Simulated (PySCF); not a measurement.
Species: C2H6BFN2.
Geometry (PBE0-D3(BJ)/def2-SVP, Å), atoms numbered from 1 in this order:
```xyz
12
C2H6BFN2 angstrom
C      1.8007    1.0300   -0.0580
N      0.7208    0.5164   -0.4616
C      0.2352   -0.6851    0.1619
B     -1.2652   -0.5266    0.6503
N     -2.0150    0.5980    0.3276
F     -1.8121   -1.5203    1.3703
H      2.1687    1.9580   -0.5191
H      2.4199    0.5895    0.7503
H      0.2107   -1.4884   -0.5998
H      0.8818   -1.0568    0.9857
H     -1.6013    1.3234   -0.2449
H     -2.9832    0.7294    0.5854
```

The calculation used PBE0-D3(BJ)/def2-SVP geometry optimisation, gas phase (PySCF 2.14.0).

Take the most abundant isotopes and a rigid rotor. The values belong to one conformer with, in the numbering `[CH2:1]=[N:2][CH2:3][B:4]([NH2:5])[F:6]`, C1–N2–C3–B4 127°, N2–C3–B4–N5 8°.

**Question.** What are A, B and C (GHz)?

**Answer.** Ia = 65.50, Ib = 247.53, Ic = 296.49 u·Å²; 505379 MHz·u·Å²/I gives 7716, 2042 and 1705 MHz, that is A = 7.7162, B = 2.0417, C = 1.7045 GHz.

**Question.** What kind of rotor is it?

**Answer.** An asymmetric top: κ = (2 × 2042 − 7716 − 1705)/(7716 − 1705) = -0.89.

**Question.** Is it planar, by Δ = Ic − Ia − Ib?

**Answer.** Not planar: Δ = Ic − Ia − Ib = -16.53 u·Å². For a rigid frame Δ = −2 Σ m c², so Σ m c² = 8.27 u·Å² lies off the ab plane: 3.19 from hydrogen and 5.07 from heavier atoms. The atom farthest from that plane is 1.32 Å away.

**Question.** Give the other two planar moments, Paa and Pbb, and the rms extents of the mass along the axes.

**Answer.** Paa = Σ m a² = (Ib + Ic − Ia)/2 = 239.26 and Pbb = Σ m b² = (Ia + Ic − Ib)/2 = 57.23 u·Å². With the mass M = 88.06 u, the rms extents √(P/M) along a, b and c are 1.65, 0.81, 0.31 Å.

**Question.** Predict some low-J microwave lines.

**Answer.** The dipole components are |μa| = 0.94 D, |μb| = 0.99 D, |μc| = 0.54 D. Intensities carry the squares of the components, which stand as 0.91 : 1.00 : 0.30 (a : b : c). Some of the stronger lines:

| type | branch | J(Ka,Kc) | MHz | lower level (cm⁻¹) |
| --- | --- | --- | --- | --- |
| a | Q | 4(1,3) ← 4(1,4) | 3369 | 1.387 |
| b | R | 3(0,3) ← 2(1,2) | 5829 | 0.553 |
| a | R | 2(0,2) ← 1(0,1) | 7478 | 0.125 |
| a | R | 2(1,1) ← 1(1,0) | 7830 | 0.325 |
| c | R | 1(1,0) ← 0(0,0) | 9758 | 0.000 |
| a | R | 4(3,2) ← 3(3,1) | 15013 | 2.504 |
| a | R | 4(2,2) ← 3(2,1) | 15118 | 1.532 |
| b | R | 3(1,3) ← 2(0,2) | 16076 | 0.374 |
| a | R | 5(0,5) ← 4(0,4) | 18447 | 1.242 |
| b | R | 4(1,4) ← 3(0,3) | 19178 | 0.747 |
| a | R | 5(1,4) ← 4(1,3) | 19506 | 1.499 |
| b | R | 2(2,1) ← 1(1,0) | 24853 | 0.325 |
| c | R | 5(1,4) ← 4(0,4) | 27212 | 1.242 |
| c | Q | 5(3,3) ← 5(2,3) | 28842 | 2.669 |
| b | Q | 4(3,2) ← 4(2,3) | 29264 | 2.029 |
| c | R | 3(2,2) ← 2(1,2) | 29274 | 0.553 |
| b | R | 4(2,3) ← 3(1,2) | 31501 | 0.978 |
| c | R | 4(2,2) ← 3(1,2) | 31718 | 0.978 |
| c | R | 5(2,3) ← 4(1,3) | 35071 | 1.499 |
| b | Q | 5(4,1) ← 5(3,2) | 40852 | 3.632 |
| b | Q | 5(4,2) ← 5(3,3) | 40862 | 3.631 |
| c | Q | 4(4,1) ← 4(3,1) | 40873 | 3.005 |
| b | R | 4(3,2) ← 3(2,1) | 44165 | 1.532 |
| c | R | 4(3,2) ← 3(2,2) | 44237 | 1.529 |
| b | R | 4(3,1) ← 3(2,2) | 44240 | 1.529 |
| b | Q | 5(5,1) ← 5(4,2) | 52558 | 4.994 |
| c | R | 5(4,2) ← 4(3,2) | 59640 | 3.005 |

**Question.** Estimate the classical rotational partition function at 10 K, 50 K and 500 K.

**Answer.** Point group C1, symmetry number σ = 1; q = (√π/σ)·√((kT/h)³/(ABC)), k/h = 20836.6 MHz/K: 1030 at 10 K, 11500 at 50 K, 364000 at 500 K.

No frequency check. These are rigid-rotor constants of the computed structure; measured ground-state constants (B0) also hold zero-point vibration. Quadrupole hyperfine structure (11B, 14N) is left out.

On one thread of an Arm Neoverse V1, no GPU, shared host with 32 logical CPUs at a one-minute load of 46, this took 55 s and 0.47 GiB of memory at its peak. This is the geometry optimisation.
